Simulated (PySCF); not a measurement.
**19F chemical shifts**

PySCF 2.14 calculation with PBE0/pcSseg-1 with gauge-including orbitals and GFN2-xTB geometry; relativity neglected, gas phase, equivalent nuclei averaged, a single conformation.

Shieldings were converted by a linear fit to measured shifts: 19F: δ = 146.13 − 0.903σ +14.6 on sp3 carbon (rms 6.0 ppm, 223 shifts, 7.0 ppm with the 5 outliers that the fit left out vs CFCl3, solution or neat liquid). Occasional misses reach two or three times the rms, and more in compound classes unlike the fitted ones.

**Question.** Give the 19F shifts of `C[C@H]1C[P@@](=O)(C(F)=C(F)F)C1`.

**Answer.** 
```json
{"compound": "[CH3:1][C@H:2]1[CH2:3][P@@:4](=[O:5])([C:6]([F:7])=[C:8]([F:9])[F:10])[CH2:11]1", "environment": "F10: vinylic fluorine", "δ (ppm)": "-87.7"}
{"compound": "[CH3:1][C@H:2]1[CH2:3][P@@:4](=[O:5])([C:6]([F:7])=[C:8]([F:9])[F:10])[CH2:11]1", "environment": "F9: vinylic fluorine", "δ (ppm)": "-111.2"}
{"compound": "[CH3:1][C@H:2]1[CH2:3][P@@:4](=[O:5])([C:6]([F:7])=[C:8]([F:9])[F:10])[CH2:11]1", "environment": "F7: vinylic fluorine", "δ (ppm)": "-198.5"}
```

**Question.** Order these by 19F shift, lowest first.
A. CC(C)C[C@H](F)C(=O)Cl
B. CC(C)[C@@](C)(F)C(=O)Cl
C. CC#C[P@@H](=O)CCC(F)(F)F

**Answer.** A (-180.0 ppm, fluorine on an sp3 carbon), B (-136.8 ppm, fluorine on an sp3 carbon), C (-68.3 ppm, fluorine of a CF3 group).
